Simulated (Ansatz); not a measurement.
Relaxation of F₄H₂OTi (8 atoms, charge 0, multiplicity 1), to a largest force component of 0.03 eV/Å in at most 50 steps.

Theory: Ansatz 0.2.0, RKS PBE0-D4/def2-mTZVP.

```xyz
8
Properties=species:S:1:pos:R:3
Ti 0.267 0.074 -0.147
F 0.102 -0.015 1.644
F 1.976 -0.012 -0.475
F -0.278 1.573 -0.842
F -0.451 -1.314 -0.926
O -2.603 0.017 1.044
H -3.014 -0.844 0.908
H -2.014 -0.107 1.821
```

Q: Where does it end, and by what steps?

A: It converged. After 8 steps the energy has fallen by 0.362 eV; H7 moved furthest, 0.57 Å. Joined: Ti1–O6 (3.11 → 2.30 Å).

| step | energy less start (eV) | largest force component (eV/Å) | accepted |
| --- | --- | --- | --- |
| 0 | 0.0000 | 0.960 | yes |
| 1 | -0.0510 | 1.654 | yes |
| 2 | -0.1785 | 1.473 | yes |
| 3 | -0.3022 | 0.945 | yes |
| 4 | -0.3301 | 0.590 | yes |
| 5 | -0.2974 | 0.674 | no |
| 6 | -0.3601 | 0.221 | yes |
| 7 | -0.3612 | 0.105 | yes |
| 8 | -0.3619 | 0.026 | yes |

```xyz
8
Properties=species:S:1:pos:R:3
Ti 0.007 0.048 0.023
F 0.288 0.040 1.776
F 1.667 -0.072 -0.531
F -0.478 1.585 -0.669
F -0.664 -1.396 -0.763
O -2.141 0.013 0.850
H -2.589 -0.780 0.529
H -2.104 -0.070 1.812
```

Time of the run: 38 s on 4 threads of Intel(R) Xeon(R) Platinum 8259CL CPU @ 2.50GHz (Skylake/Cascade Lake) (shared host), peak memory 0.41 GiB.
